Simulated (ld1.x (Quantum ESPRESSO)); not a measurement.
# Transferability test, ultrasoft potential for Ar (Z = 18)

* Element: Ar
* Generator: ld1.x (Quantum ESPRESSO) 7.5
* Type: ultrasoft
* Functional: BLYP
* Relativity: fully relativistic
* Frozen core: [Ne]
* Valence charge: 8
* Reference configuration: 3s2 3p5 (charge +1)
* Partial waves: 3s (bound): rcut 1.00, rcutus 1.05 bohr; 3s channel at 2.25 Ry: rcut 1.00, rcutus 1.05 bohr; 3p (bound): rcut 0.85, rcutus 1.15 bohr; 3p channel at -0.75 Ry: rcut 0.85, rcutus 1.15 bohr; 3d channel at 0.45 Ry: rcut 0.60, rcutus 0.80 bohr; 3d channel at 1.35 Ry: rcut 0.60, rcutus 0.80 bohr
* Local potential: all-electron potential smoothed inside 0.95 bohr (lloc = -1)
* Core correction: a·sin(br)/r model core inside 0.55 bohr
* Augmentation charge: PSQ, inside the norm-conserving radii

Open shells are filled in proportion to 2j + 1 (rel_dist='average').

Energies are relative to the spin-unpolarised reference configuration 3s2 3p5; without spin polarisation the order of configurations can differ from experiment. The frozen-core shift is the all-electron ΔE with the core orbitals held at their reference shape minus the fully relaxed ΔE.

| valence configuration | charge | ΔE all-electron (eV) | error AE − PS (meV) | frozen-core shift (meV) |
| --- | --- | --- | --- | --- |
| 3s2 3p4 | +2 | 28.510 | +0.7 | +2.8 |
| 3s2 3p3 | +3 | 70.949 | +4.8 | +18 |
| 3s2 3p2 | +4 | 128.461 | +15 | +62 |
| 3s1 3p6 | +1 | 14.585 | -0.1 | +0.1 |
| 3s2 3p5.5 | +0.5 | -9.440 | +0.2 | +0.3 |

Task: What are ΔE and the potential's error for 3s2 3p6?

Result: ΔE = -15.919 eV all-electron; the error (AE − PS) is +0.6 meV.

Levels in the configuration 3s2 3p6:

```json
{"level": "3s j=1/2", "all-electron (eV)": "-24.132", "pseudo (eV)": "-24.131"}
{"level": "3p j=1/2", "all-electron (eV)": "-10.260", "pseudo (eV)": "-10.260"}
{"level": "3p j=3/2", "all-electron (eV)": "-10.082", "pseudo (eV)": "-10.083"}
```
